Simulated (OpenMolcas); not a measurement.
Cu3+: effect of the IPEA shift

- Program: OpenMolcas 26.06
- Basis: ANO-RCC-VTZP [6s5p3d2f1g]
- Scalar Hamiltonian: DKH2, point nucleus
- Active space: 8 electrons in 5 orbitals (3d)
- State averaging: 2S+1 = 3 even, 10 roots; 2S+1 = 1 even, 15 roots
- Spin-orbit coupling: RASSI with atomic mean-field integrals over the reference wave functions, term energies averaged over their components

Methods on the same reference wave functions:
A. CASSCF
B. SS-CASPT2, IPEA 0 Eh, imaginary shift 0.1 Eh (closed shells correlated: 3s 3p)
C. SS-CASPT2, IPEA 0.25 Eh, imaginary shift 0.1 Eh (closed shells correlated: 3s 3p)

Energies in cm⁻¹ above 3d⁸ ³F₄, the measured ground level; measured values from Sugar and Musgrove, J. Phys. Chem. Ref. Data 19, 527 (1990).

```
  Level      A      B      C  Measured
3d⁸ ³F₄    0.0    0.0    0.0       0.0
3d⁸ ³F₃   1820   1823   1823      1861
3d⁸ ³F₂   3051   3020   3020      3078
3d⁸ ¹D₂  19656  15840  15860     16248
3d⁸ ³P₂  23821  19830  20060     19697
3d⁸ ³P₁  24267  20250  20510     20097
3d⁸ ³P₀  24616  20580  20850     20423
3d⁸ ¹G₄  30468  27300  27220     26913
3d⁸ ¹S₀  73244  62070  62130     61456
```

Deviations, from unrounded energies. A percentage is the sum of absolute deviations over the sum of measured energies, with the sign that they share, or ± where signs differ.

| Against measurement | Levels | A | B | C |
| --- | --- | --- | --- | --- |
| mean absolute deviation (cm-1) | 8 | 3900 | 240 | 330 |
| fine structure of the ground term (%) | 2 | -1.4 | -1.9 | -1.9 |
| other terms of the ground configuration (%) | 6 | +19.0 | ±1.1 | ±1.6 |

B lies closest to measurement on these levels and A furthest from it. The largest miss of B in the table is 3d⁸ ¹S₀, by +610 cm-1. The ranking rests on the paired levels alone, and a cruder setting can come out closer through cancelling errors.

Between B and C the level of the table that moves most is 3d⁸ ³P₁, by 270 cm-1 (lowest in B, highest in C). Moves below CASPT2's spread within the term are not significant.

The mean deviations of B to C differ by less than CASPT2's widest spread within a term (880 cm-1), so their order carries little weight.

From A to B the spin-free energies of the other terms of 3d⁸ shown, above ³F, scale by factors of 0.79 to 0.89, as is usual when dynamic correlation screens the repulsion within a d or f shell.

The lowest spin-free term lies below A's lowest term by 0.612 hartree in B, 0.607 hartree in C.

CASPT2 breaks the degeneracy within a term, and the mean is taken; among the terms shown or strongly mixed into the levels shown the widest spread is 880 cm-1 (3d⁸ ³F, B). Without dynamic correlation excited terms often stand tens of per cent too high (terms of higher spin than the ground term too low), and those without a measured partner can miss by more than the paired ones (holds for A). Measured partners are found by configuration, term and J. A level has none where our copy of the source lacks it or the pairing is in doubt (some pairs that miss far off the trend of their configuration count as doubtful), and it then counts in no deviation. Levels of configurations outside the active space are missing.
